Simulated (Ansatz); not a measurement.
All numbers were calculated with Ansatz.

A structure relaxed at PBE0-D4/def2-TZVP, charge 0, multiplicity 1:

```xyz
11

C    -0.124   -0.956   -0.753
C     0.942   -0.506    0.234
Si    0.730    1.108    1.240
N    -0.788    1.629    0.656
H    -0.281   -0.214   -1.542
H     0.142   -1.894   -1.247
H    -1.087   -1.119   -0.258
H     1.914   -0.400   -0.269
H     1.126   -1.286    0.986
H    -1.216    2.478    0.987
H    -1.358    1.159   -0.033
```

Problem. Give its formula and SMILES.

Solution. C2H7NSi, `CC[Si]N`.

Problem. Point group (tolerance 0.08 Å, 0.16 Å for H)?

Solution. Cs.

Problem. Summarise the bond lengths by kind.

Solution. 1 × C–C 1.521 Å; 5 × C–H 1.094 to 1.100 Å; 1 × C–Si 1.913 Å; 1 × N–Si 1.708 Å; 2 × H–N 1.008 to 1.010 Å.
